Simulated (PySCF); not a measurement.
C₄H₉NSi, SMILES C=C1[SiH2]N[C@H]1C.

Coordinates come from a PBE0-D3(BJ)/def2-SVP optimisation. The structure was generated by enumeration; whether it is a known compound was not checked.

Computed with PBE/def2-TZVP run with PySCF.

The molecule is in vacuum.

* **total energy**: -501.70931 hartree
* **highest occupied level**: -5.35 eV
* **lowest empty level**: -1.32 eV
* **orbital gap**: 4.03 eV
* **dipole moment**: 0.96 D
* **quadrupole, principal values (traceless, Buckingham form, about the centre of nuclear charge)**: -5.45, -0.55, 6.00 D·Å
* **mean static polarisability**: 83.2 bohr³ (12.33 Å³)
* **polarisability, principal values**: 65.1, 87.1, 97.5 bohr³
